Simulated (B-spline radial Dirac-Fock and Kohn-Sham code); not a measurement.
**Nd: non-radiative channels of the 4d3/2 vacancy**

System: neutral neodymium, [Xe] 4f3 6s2 6p1 (an excited configuration).

These are calculated numbers from a radial finite-basis atomic code; the model is one-electron (LDA, Dirac) transition rates at Dirac-Fock energies. Kinetic energies are configuration averages from the vacuum level; the two-hole energies are estimated from single-hole states.

| transition | kinetic energy (eV) | width (meV) | share (%) |
| --- | --- | --- | --- |
| N4-O1O1 | 16.18 | 15.9 | 2.4 |
| N4-O1O2 | 39.92 | 13.0 | 1.9 |
| N4-O1O3 | 43.45 | 16.2 | 2.4 |
| N4-N6O1 | 55.85 | 101 | 14.9 |
| N4-N7O1 | 56.27 | 9.72 | 1.4 |
| N4-O2O2 | 59.86 | 5.56 | 0.8 |
| N4-O2O3 | 64.27 | 20.0 | 3.0 |
| N4-O3O3 | 67.53 | 8.12 | 1.2 |
| N4-O1P1 | 71.22 | 2.15 | 0.3 |
| N4-N6O2 | 78.21 | 82.1 | 12.2 |
| N4-N7O2 | 78.53 | 28.6 | 4.2 |
| N4-N6O3 | 81.85 | 143 | 21.3 |
| N4-N7O3 | 82.31 | 11.0 | 1.6 |
| N4-N6N6 | 92.33 | 46.9 | 7.0 |
| N4-N6N7 | 92.76 | 145 | 21.5 |
| N4-N6P1 | 111.4 | 14.4 | 2.1 |
| N4-N6P3 | 115.1 | 2.94 | 0.4 |

Coster-Kronig rates are the weakest part of this model and often come out 1.5 to 2.5 times too large. The listed channels hold 99 % of the non-radiative rate. Summed by principal shells, of 0.674 eV in all: NNO 55.7 %, NNN 28.7 %, NOO 11.7 %, NNP 3.1 %, NOP 0.8 %.
